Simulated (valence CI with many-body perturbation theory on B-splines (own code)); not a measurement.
# Sensitivity of CI+MBPT for S11+

Computed by relativistic CI+MBPT: three valence electrons over a frozen Dirac-Fock core [He], radial functions for each j: 6 s, 6 p, 5 d, 3 f, 1 g, with the one-electron correlation potential Σ1, the two-electron term Σ2, the three-electron term Σ3, Breit, model QED; selected CI, second order for the rest (own B-spline code, finite nucleus).

No measured levels were compared; by estimate levels of excited configurations hold to 0.05 to 0.15 % of their energy, terms of the ground configuration to about 0.5 %.

The reference run has the lowest level 2s²2p ²P°_1/2 and an ionisation energy of 564.351 eV. Its largest variational space holds 3818 state functions.

Changed runs:
A. size limit of the variational space 10000 → 1500; second order for the rest on → off
B. hole-hole ladder in Σ2 on → off
C. three-electron term on → off; Breit term on → off; QED terms on → off
D. logarithmic knot step 0.27 → 0.8 (bad on purpose)

Excitation energies of the reference run in cm⁻¹, and shifts in cm⁻¹:

```
                 Level  Reference         A        B       C        D
         2s²2p ²P°_3/2      13133       +22     -0.5    +723     +1.5
          2s2p² ⁴P_1/2     193627      -0.4      -59    +176      +21
          2s2p² ⁴P_3/2     198420       +56      -59    +435      +21
          2s2p² ⁴P_5/2     205126       +26      -59   +1266      +22
          2s2p² ²D_3/2     346961       +74      -59   +1061      +27
          2s2p² ²D_5/2     347231       +55      -59   +1267      +27
          2s2p² ²S_1/2     440128      +1.6      +40    +605      +32
          2s2p² ²P_1/2     465206       +12      -49    +886      +32
          2s2p² ²P_3/2     471850      +126      -59   +1433      +33
           2p³ ⁴S°_3/2     609919       +24      -59   +1408      +46
           2p³ ²D°_3/2     690150       +50      -58   +1190      +49
           2p³ ²D°_5/2     690674       +25      -59   +1862      +49
Ionisation energy (eV)    564.351  -0.00019  -0.0013  +0.205  +0.0011
```
